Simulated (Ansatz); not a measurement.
Sn3H8⁺. Total charge 1; doublet. Geometry PBE0-D4/def2-SVP, that of the neutral singlet; atoms count from 1.

| atom | x (Å) | y (Å) | z (Å) |
| --- | --- | --- | --- |
| Sn1 | 1.340 | -1.795 | -0.679 |
| H2 | 1.231 | -1.684 | -2.386 |
| H3 | 2.914 | -2.337 | -0.265 |
| H4 | 0.205 | -2.962 | -0.141 |
| Sn5 | 0.783 | 0.669 | 0.484 |
| H6 | 1.710 | 1.892 | -0.287 |
| H7 | 1.250 | 0.635 | 2.136 |
| Sn8 | -1.920 | 1.301 | 0.314 |
| H9 | -2.252 | 2.823 | 1.033 |
| H10 | -2.414 | 1.354 | -1.327 |
| H11 | -2.847 | 0.104 | 1.118 |

In the def2 sets Sn takes a core potential; there is no spin–orbit coupling.

Estimate the Mulliken populations from the PBE0/def2-TZVP orbitals of Ansatz.


```csv
atom,charge (e),spin (α − β)
Sn1,0.23,0.24
H2,0.04,0.02
H3,0.06,0.07
H4,0.04,0.01
Sn5,0.17,0.39
H6,0.05,-0.02
H7,0.05,-0.02
Sn8,0.23,0.24
H9,0.06,0.07
H10,0.04,0.01
H11,0.04,0.01
```
Mulliken values and Mayer orders depend strongly on the basis.

Where does the spin sit?

Summed by element: Sn 0.86, H 0.14, of 1 unpaired in all. Largest on single atoms: Sn5 0.39, Sn8 0.24, Sn1 0.24.

And the Mayer bond orders between bonded heavy atoms (over 0.3)?

Sn1–Sn5 0.67 (2.78 Å); Sn5–Sn8 0.67 (2.78 Å).
